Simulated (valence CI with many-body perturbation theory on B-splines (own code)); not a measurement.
The numbers below are computed, except where a source is named.
## Hyperfine factors and g values of Te⁴⁷⁺

Level of theory: relativistic CI+MBPT: three valence electrons over a frozen Dirac-Fock core [He], a basis of 11 s, 11 p, 9 d, 7 f, 5 g, 2 h, 1 i functions for each j, with the one-electron correlation potential Σ1 (screened to all orders), the two-electron term Σ2, the three-electron term Σ3, Breit, model QED; selected single and double excitations, second order for the rest (own B-spline code, finite nucleus).

The last digits are not significant, and no measured levels were compared; by estimate large intervals hold to a few tenths of a per cent, small ones and those within an open d or f shell to about a per cent.

A/g_I is the dipole constant over the nuclear g factor μ/I (μ in nuclear magnetons, uniformly magnetised nucleus), B/Q the quadrupole constant per barn. Both hold the static response of the core; the bare values leave it out. Large factors of s and p1/2 electrons are usually good to 5 to 10 %; those of open d and f shells near neutrality can be off by tens of per cent, and small factors of p3/2, d and f electrons come from cancelling terms and can be off by a factor of two or in sign, in half-filled shells by more. B is blank for J = 1/2, where it vanishes, and for nearly pure S terms. Energies count from the lowest level.

Levels are named by their leading jj configuration (3d3/2^4 stands for four electrons in 3d with j = 3/2), which in mixed levels can hold well under half, so a name can repeat and another be missing. Letters in brackets count levels of one name in rising energy.

| Level | E (Ry) | g | A/g_I (MHz) | A/g_I bare | B/Q (MHz/b) | B/Q bare |
| --- | --- | --- | --- | --- | --- | --- |
| (2s^2 2p1/2) J=1/2 | 0.00 | 0.643 | 1780000 | 1770000 |  |  |
| (2s 2p1/2^2) J=1/2 | 11.34 | 2.199 | 5300000 | 5230000 |  |  |
| (2s^2 2p3/2) J=3/2 | 22.32 | 1.317 | 275000 | 282000 | 523000 | 524000 |
| (2s 2p1/2 2p3/2) J=3/2 [a] | 30.24 | 1.661 | 1390000 | 1390000 | 413000 | 414000 |
| (2s 2p1/2 2p3/2) J=5/2 | 32.48 | 1.359 | 1610000 | 1600000 | 329000 | 330000 |
| (2s 2p1/2 2p3/2) J=3/2 [b] | 36.00 | 0.961 | 15100 | 28800 | 341000 | 342000 |
| (2s 2p1/2 2p3/2) J=1/2 | 36.07 | 1.207 | -1710000 | -1670000 |  |  |
| (2p1/2^2 2p3/2) J=3/2 | 48.21 | 1.366 | 242000 | 258000 | 477000 | 478000 |
| (2s 2p3/2^2) J=5/2 | 53.89 | 1.405 | 1340000 | 1330000 | 192000 | 192000 |
| (2s 2p3/2^2) J=1/2 | 59.07 | 1.874 | 5490000 | 5420000 |  |  |
| (2s 2p3/2^2) J=3/2 | 59.15 | 1.194 | -758000 | -730000 | -131000 | -131000 |
| (2p1/2 2p3/2^2) J=3/2 | 68.32 | 1.435 | -40500 | -20600 | 71900 | 72000 |
| (2p1/2 2p3/2^2) J=5/2 | 69.72 | 1.182 | 564000 | 571000 | -2210 | -2210 |
| (2p1/2 2p3/2^2) J=1/2 | 72.42 | 0.643 | 1790000 | 1770000 |  |  |
| (2p3/2^3) J=3/2 | 92.96 | 1.283 | 269000 | 282000 | -547000 | -548000 |
| (2s^2 3s) J=1/2 | 350.04 | 1.993 | 1620000 | 1600000 |  |  |
| (2s^2 3p1/2) J=1/2 | 353.99 | 0.670 | 521000 | 518000 |  |  |
| (2s 2p1/2 3s) J=1/2 [a] | 357.77 | 2.394 | 3120000 | 3080000 |  |  |
| (2s 2p1/2 3s) J=3/2 | 358.81 | 1.530 | 2510000 | 2480000 | -43500 | -43600 |
| (2s 2p1/2 3s) J=1/2 [b] | 360.47 | 0.740 | 2750000 | 2730000 |  |  |
| (2s^2 3p3/2) J=3/2 | 360.92 | 1.374 | 520000 | 517000 | 96800 | 97000 |
| (2s 2p1/2 3p1/2) J=1/2 [a] | 361.11 | 0.261 | -347000 | -336000 |  |  |
| (2s 2p1/2 3p1/2) J=3/2 | 362.39 | 1.099 | 2370000 | 2340000 | -75700 | -75800 |
| (2s^2 3d3/2) J=3/2 | 363.78 | 0.829 | 261000 | 258000 | 9740 | 10000 |
| (2s 2p1/2 3p1/2) J=1/2 [b] | 364.41 | 2.010 | 5500000 | 5430000 |  |  |
| (2s^2 3d5/2) J=5/2 | 365.51 | 1.194 | 35200 | 35100 | 41200 | 41600 |
| (2s 2p1/2 3p3/2) J=3/2 [a] | 368.30 | 1.407 | 298000 | 297000 | 145000 | 146000 |
| (2s 2p1/2 3p3/2) J=1/2 | 369.28 | 1.375 | -1550000 | -1520000 |  |  |
| (2s 2p1/2 3p3/2) J=5/2 | 369.81 | 1.342 | 1480000 | 1460000 | 51700 | 51700 |
| (2s 2p1/2 3p3/2) J=3/2 [b] | 370.03 | 1.245 | 814000 | 807000 | 105000 | 105000 |
| (2s 2p1/2 3d3/2) J=3/2 [a] | 370.60 | 0.553 | -491000 | -482000 | 37500 | 37800 |
| (2s 2p1/2 3d3/2) J=5/2 | 372.00 | 1.039 | 1270000 | 1250000 | -43100 | -42900 |
| (2s 2p1/2 3d3/2) J=1/2 | 372.81 | 0.423 | -1990000 | -1970000 |  |  |
| (2p1/2^2 3s) J=1/2 | 372.98 | 1.918 | 838000 | 831000 |  |  |
| (2s 2p1/2 3d3/2) J=3/2 [b] | 373.05 | 1.237 | 1310000 | 1290000 | 64400 | 64600 |
| (2s 2p1/2 3d5/2) J=5/2 [a] | 373.18 | 1.338 | 541000 | 533000 | 28200 | 28500 |
| (2s 2p1/2 3d5/2) J=7/2 | 374.47 | 1.245 | 1050000 | 1040000 | -70700 | -70500 |
| (2s 2p1/2 3d5/2) J=3/2 | 375.23 | 1.056 | -1170000 | -1160000 | 7650 | 7890 |
| (2s 2p1/2 3d5/2) J=5/2 [b] | 375.24 | 1.047 | 125000 | 125000 | 107000 | 107000 |
| (2p1/2^2 3p1/2) J=1/2 | 375.70 | 0.631 | 190000 | 190000 |  |  |

Q: Take the isotope of mass number 125, with I = 1/2, μ = -0.887 μN. What is the hyperfine structure of (2p1/2^2 2p3/2) J=3/2?

A: From the table A = -429000 MHz. Shifts from the centre of gravity in MHz: F = 1: 536000, F = 2: -322000.
